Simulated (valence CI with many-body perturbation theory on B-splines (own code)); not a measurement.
## Kr XXIV: key properties

Level of theory: relativistic CI+MBPT: three valence electrons over a frozen Dirac-Fock core [Ne], a basis of 9 s, 9 p, 8 d, 6 f, 3 g, 1 h functions for each j, with the one-electron correlation potential Σ1 (screened to all orders), the two-electron term Σ2, the three-electron term Σ3, Breit, model QED; selected single and double excitations, second order for the rest, scaled by the run's own slope (own B-spline code, finite nucleus).

No measured levels were compared; by estimate levels of excited configurations hold to 0.05 to 0.15 % of their energy, terms of the ground configuration to about 0.5 %.

Names give the largest LS component (configuration and term), which can be under half, so a name can repeat, a term be missing and a line seem to break the LS rules; names also repeat where a configuration has a term twice.

Rates and lifetimes use the calculated energies. Strong lines usually hold to 10 to 20 %, long lifetimes can be off by a factor of two.

(1) What is the ground level?

(2) How is the term ²P° of the ground level split?

(3) How well does LS coupling describe the low levels?

(4) Name the longest-lived excited levels whose lifetime is computed, and their main decay.

(5) Among levels below 1389800 cm⁻¹, which E1 lines absorb most strongly from the ground level?

Answers

(1) 3s²3p ²P°_1/2, composition 98 % 3s²3p ²P°, g = 0.663.

(2) J = 1/2 at 0, J = 3/2 at 97367 cm⁻¹.

(3) Among the lowest 20 levels the leading LS term, summed over configurations, holds 85 % on average. For single configurations the figures are 78 % in LS and 76 % in jj coupling. Terms mix most in the J = 3/2 level at 1049700 cm⁻¹, where the leading one holds 54 %.

(4) 3s²3p ²P°_3/2 at 97367 cm⁻¹ lives 120 μs, mostly by M1 to 3s²3p ²P°_1/2. The lifetime of 3s3p3d ⁴F°_9/2 is too uncertain to give, and may be longer.

(5) to 3s²3d ²D_3/2 at 11.86 nm, f = 0.274; to 3s3p² ²P_1/2 at 15.19 nm, f = 0.225; to 3s3p² ²P_3/2 at 13.06 nm, f = 0.146.
